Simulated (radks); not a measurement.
Species: Hg+. Configuration: [Xe] 4f14 5d10 6s1 (the NIST ground configuration). Method: scalar-relativistic Kohn-Sham, LDA (Slater exchange, Perdew-Zunger correlation), spin-unpolarised, spherical densities, finite nucleus; Fermi nuclear charge, rms radius 5.4648 fm; computed with a radial shooting solver on a logarithmic mesh with Libxc functionals.

Unscreened Slater integrals over Kohn-Sham orbitals (eV).

| integral | value |
|---|---|
| F0(6s,6s) | 9.8402 |
| F0(6s,5d) | 11.648 |
| G2(6s,5d) | 2.7661 |
| F0(6s,5p) | 12.264 |
| G1(6s,5p) | 0.86635 |
| F0(6s,4f) | 12.941 |
| G3(6s,4f) | 0.32579 |
| F0(5d,5d) | 16.771 |
| F2(5d,5d) | 8.5878 |
| F4(5d,5d) | 5.6570 |
| F0(5d,5p) | 19.311 |
| F2(5d,5p) | 9.4319 |
| G1(5d,5p) | 11.308 |
| G3(5d,5p) | 6.9828 |
| F0(5d,4f) | 21.950 |
| F2(5d,4f) | 5.0034 |
| F4(5d,4f) | 2.3076 |
| G1(5d,4f) | 1.5491 |
| G3(5d,4f) | 1.4904 |
| G5(5d,4f) | 1.2015 |
| F0(5p,5p) | 23.569 |
| F2(5p,5p) | 12.675 |
| F0(5p,4f) | 29.120 |
| F2(5p,4f) | 8.9934 |
| G2(5p,4f) | 3.3062 |
| G4(5p,4f) | 2.8319 |
| F0(4f,4f) | 51.527 |
| F2(4f,4f) | 25.700 |
| F4(4f,4f) | 16.389 |
| F6(4f,4f) | 11.870 |
